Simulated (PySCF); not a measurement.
Ag⁴³⁺ (silver, charge +43): Hartree-Fock from Schrödinger to Dirac-Coulomb-Breit

Occupied: 1s1/2, 2s1/2. Hartree-Fock calculated with PySCF 2.14 in an uncontracted even-tempered set (19 s from 7.1 bohr⁻², ratio 2.3; 14 p from 8.5 bohr⁻², ratio 2.3), Gaussian nucleus throughout. NR is non-relativistic, sf-X2C the spin-free one-electron X2C Hamiltonian, X2C adds the bare one-electron spin-orbit term, X2C-SNSO screens it by Boettger's factors, DC is four-component Dirac-Coulomb, and the Gaunt and Breit terms are added at first order (total energies over the DC spinors, levels after relaxing the spinors in that mean field). QED terms are absent. Levels marked empty are virtual spinors of this ion.

| Hamiltonian | E (hartree) | E − E(DC) (hartree) | CPU seconds |
| --- | --- | --- | --- |
| NR | -2688.1653 | 86.9875 | 0.22 |
| sf-X2C | -2774.3185 | 0.8342 | 0.13 |
| X2C | -2774.3185 | 0.8342 | 0.13 |
| X2C-SNSO | -2774.3185 | 0.8342 | 0.13 |
| DC | -2775.1527 | 0.0000 | 2.9 |
| DC+Gaunt | -2773.4248 | 1.7279 | 5.1 |
| DC+Breit | -2773.4595 | 1.6933 | 42 |

```tsv
level (eV)	NR	sf-X2C	X2C	X2C-SNSO	DC	DC+Gaunt	DC+Breit
1s1/2	-28766.7	-29622.5	-29622.5	-29622.5	-29642.6	-29601.1	-29601.6
2s1/2	-6825.1	-7081.5	-7081.5	-7081.5	-7083.7	-7079.0	-7079.5
2p1/2 (empty)	-6561.4	-6658.5	-6801.9	-6795.4	-6797.3	-6788.7	-6789.9
2p3/2 (empty)	-6561.4	-6658.5	-6593.4	-6596.0	-6596.4	-6591.5	-6592.7
3s1/2 (empty)	-2898.4	-2983.8	-2983.8	-2983.8	-2984.4	-2983.1	-2983.3
```

| interval (eV) | X2C | X2C-SNSO | DC | DC+Gaunt | DC+Breit |
| --- | --- | --- | --- | --- | --- |
| 2p3/2 − 2p1/2 | 208.6 | 199.4 | 200.8 | 197.2 | 197.2 |

Weight of the small component: 1s1/2 0.0299, 2s1/2 0.00705, 2p1/2 0.00693, 2p3/2 0.00672, 3s1/2 0.00295.

Koopmans' value for the highest occupied level at DC+Breit: 7079.5 eV, against an ionisation energy of 7082 ± 7 eV (semi-empirical (NIST evaluation); NIST Atomic Spectra Database, ionization energies); the former lacks relaxation, correlation, QED and recoil.

The whole ladder took 52 s of wall time on 1 thread of Intel(R) Xeon(R) 6975P-C (shared host), launched as `OMP_NUM_THREADS=1 python relrun2.py TASK.json OUT` (a driver that calls PySCF for each Hamiltonian).
